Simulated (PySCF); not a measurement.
PySCF 2.14 output of a UHF calculation on a single atom or ion in def2-SVP (5s3p2d1f, 31 functions), with no relativity, point nucleus:

```
SCF conv_tol = 1e-09
number electrons alpha = 14  beta = 12
cycle= 1 E= -1380.91042261829  delta_E= -0.00515  |g|= 0.0241  |ddm|= 0.0371
cycle= 2 E= -1380.91050529171  delta_E= -8.27e-05  |g|= 0.00346  |ddm|= 0.00511
cycle= 3 E= -1380.91050793373  delta_E= -2.64e-06  |g|= 0.000925  |ddm|= 0.00155
cycle= 4 E= -1380.91050826896  delta_E= -3.35e-07  |g|= 0.000364  |ddm|= 0.000554
cycle= 5 E= -1380.9105083853  delta_E= -1.16e-07  |g|= 3.18e-05  |ddm|= 0.00051
cycle= 6 E= -1380.91050838616  delta_E= -8.62e-10  |g|= 7.37e-06  |ddm|= 3.99e-05
converged SCF energy = -1380.91050838616  <S^2> = 2.0023847  2S+1 = 3.0015894
```

The run itself started from symmetry-adapted Hartree-Fock orbitals and held the occupation by maximum overlap, so the iterations belong to that start.

**Question.** Which element, charge and spin multiplicity is this?

**Answer.** Co⁺ (cobalt, charge +1), multiplicity 3; the state was [Ar] 3d8, high-spin 3F determinant.
